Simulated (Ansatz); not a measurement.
`B[Si](C)(C)C` + `[CH3][GeH]([NH2])[F]` → `B[NH][GeH]([CH3])[F]` + `C[SiH](C)C`  (cleavage of the B–Si bond)

Program: Ansatz. Geometries: PBE0-D4/def2-TZVP. ΔE: electronic, gas phase. CCSD(T)/CBS adds triple-zeta CCSD(T) − MP2 to the extrapolated MP2 energy (def2 sets, frozen cores). DFT in def2-TZVPP. HSE06 is defined as in plane-wave codes. For Ge outer-core shells are correlated without core-valence functions, which leaves a few kJ/mol of doubt a bond. Scalar relativity is left out up to krypton. Each species was taken in one conformer, which may not be the lowest.

`B[Si](C)(C)C`:

```xyz
16

B    -0.408   -0.741   -1.938
Si    0.021   -0.008   -0.111
C    -1.296   -0.734    1.031
C    -0.087    1.867   -0.051
C     1.717   -0.551    0.493
H     0.025   -1.794   -2.317
H    -1.165   -0.185   -2.684
H    -1.131   -0.382    2.054
H    -1.261   -1.827    1.045
H    -2.302   -0.431    0.731
H     0.658    2.331   -0.702
H     0.084    2.236    0.964
H    -1.072    2.213   -0.375
H     2.513   -0.154   -0.143
H     1.899   -0.199    1.512
H     1.803   -1.641    0.491
```

`[CH3][GeH]([NH2])[F]`:

```xyz
10

C     0.651   -1.281    0.362
Ge   -0.174    0.463    0.456
N    -0.250    1.216   -1.196
F    -1.790    0.183    1.086
H     0.646   -1.749    1.346
H     0.091   -1.915   -0.328
H     1.679   -1.195    0.010
H     0.449    1.479    1.423
H    -0.637    2.148   -1.238
H    -0.665    0.649   -1.920
```

`B[NH][GeH]([CH3])[F]`:

Z-matrix (Å, degrees):
```
Ge
N 1 1.838
F 1 1.746 2 106.5
C 1 1.932 2 111.7 3 -114.5
H 1 1.530 2 107.9 3 114.4
B 2 1.396 1 125.5 3 -106.9
H 2 1.010 1 116.4 3 71.9
H 4 1.090 1 109.9 2 175.0
H 4 1.091 1 109.7 2 55.6
H 4 1.091 1 110.4 2 -64.6
H 6 1.198 2 119.8 1 179.6
H 6 1.199 2 118.9 1 -0.9
```

`C[SiH](C)C`:

```xyz
14

C     1.412   -0.778   -0.754
Si   -0.259   -0.001   -0.412
C    -0.048    1.772    0.157
C    -1.187   -0.993    0.878
H     1.303   -1.807   -1.105
H     1.958   -0.219   -1.518
H     2.025   -0.796    0.151
H    -1.053   -0.003   -1.678
H     0.530    1.817    1.084
H    -1.016    2.244    0.343
H     0.477    2.367   -0.594
H    -1.333   -2.025    0.551
H    -0.637   -1.015    1.823
H    -2.172   -0.561    1.073
```

```tsv
level	ΔE (eV)
B2PLYP	-1.85
PBE	-1.75
HSE06	-1.76
HF/def2-TZVPP	-1.83
SCS-MP2/def2-QZVPP	-1.83
HF/CBS(def2)	-1.83
MP2/CBS(def2)	-1.83
CCSD/CBS(def2)	-1.77
```

(1) What does CCSD(T)/CBS give? (Best estimate.)

(2) What do rigid-rotor, harmonic-oscillator terms from PBE0-D4/def2-TZVP frequencies (298.15 K, 1 bar) make of the CCSD(T)/CBS value? (Estimate.)

Largest T1 diagnostic among the species: 0.012.

Answers

(1) The calculation gave: -1.78 eV. The listed levels differ from it by -0.07, 0.03, 0.02, -0.05, -0.05, -0.05, -0.05, 0.01 eV.

(2) Ansatz gave: ΔZPE = +0.03 eV, ΔH = -1.78 eV, ΔS = -26 J/(mol·K), ΔG = -1.70 eV.

At CCSD(T), def2-SVP lies −0.19 eV from the extrapolated value and def2-TZVPP −0.03 eV. Leaving LDA and LC-ωPBE aside and taking each functional with its dispersion term where it has one, the values, not all of them listed here, spread over 0.15 eV, from CAM-B3LYP-D4 to revPBE-D4. LDA lies −0.12 eV from PBE without D4.
